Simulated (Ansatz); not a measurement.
Born–Oppenheimer molecular dynamics of CH4Cl2FIn (9 atoms, charge 0, multiplicity 1). It starts at the highest image of a converged band. Of that band: The profile has 2 maxima (images 3, 5) with wells between them (image 4): this band takes more than one step, which may be the mechanism or a detour left from its start path. Neighbouring images differ by up to 1.2 eV, so the band resolves the path poorly. A vibrational analysis at the climbing image gives one clearly imaginary mode, 1221i cm⁻¹: a first-order saddle point.

All numbers below come from RKS CAM-B3LYP-D4/def2-SVP in Ansatz.

* ensemble: NVE (velocity Verlet)
* time step: 0.5 fs
* steps asked: 200
* starting velocities drawn for: 100 K
* seed: 11998

First frame:

```xyz
9
Properties=species:S:1:pos:R:3
In -0.022 -0.432 0.037
C -0.009 -0.013 2.334
H -0.171 -0.580 3.270
H 0.999 0.417 2.418
H -0.774 0.776 2.345
Cl 2.087 -0.443 -0.932
Cl -1.895 0.354 -1.087
F -0.435 -2.232 1.125
H -0.253 -1.313 1.862
```

Q: How far do the bonds stretch over the last three quarters of this one trajectory? (Pairs bonded in most of those frames.)

A: 
```tsv
bond	mean (Å)	spread (Å)	shortest	longest
In1–Cl6	2.313	0.025	2.28	2.36
In1–Cl7	2.313	0.009	2.30	2.33
In1–F8	1.965	0.059	1.87	2.08
C2–H3	1.103	0.012	1.08	1.13
C2–H4	1.109	0.018	1.07	1.14
C2–H5	1.103	0.011	1.08	1.12
C2–H9	1.105	0.027	1.06	1.15
```

Pairs bonded in part of these frames only: In1–C2 21 %, In1–H9 10 %.

Mean temperature of the second half: 969 K. The conserved energy stayed within 0.056 meV per atom of its start (net change -0.019 meV per atom), so the integration is sound. The kinetic energy rose, since the run started high on the potential surface and went downhill. It ends in pieces (CH4 + Cl2FIn), so much of that is their flight and rotation, not heat. A run of 0.1 ps of so small a system gives no equilibrium averages. The orbitals stay closed-shell, which can raise the energy where a bond breaks towards radicals; this wasn't checked here.

Time of the run: 7.4 min on 4 threads of Arm Neoverse V2, on a shared host, peak memory 0.34 GiB.
